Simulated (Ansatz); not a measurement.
System: MgH, net charge 0, doublet state. 
Coordinates optimised at B3LYP-D3(BJ)/def2-TZVP (Ansatz, a quantum-chemistry and plane-wave program):
SMILES: [MgH]
```xyz
2

Mg     0.0000     0.0000    -0.1341
H      0.0000     0.0000     1.6090
```
Charge 0, spin multiplicity 2.

Atomisation energy built up term by term with Ansatz (kcal/mol; UHF references for open shells; valence terms freeze the core; atomic spin-orbit terms are left out; no core correlation term is included; no scalar relativity (X2C) term is included). CBS(X,Y): correlation extrapolated as X^-3; Hartree-Fock from the larger set.

```
term                                     basis  kcal/mol
----------------  ----------------------------  --------
Hartree-Fock                       def2-QZVPPD     27.29
CCSD correlation  CBS(def2-TZVPPD,def2-QZVPPD)      5.21
(T)               CBS(def2-TZVPPD,def2-QZVPPD)      0.34
sum: De                                             32.8
```

(T) makes 1.0 % of the CCSD(T) atomisation energy; under 5 % is typical of single-reference molecules.
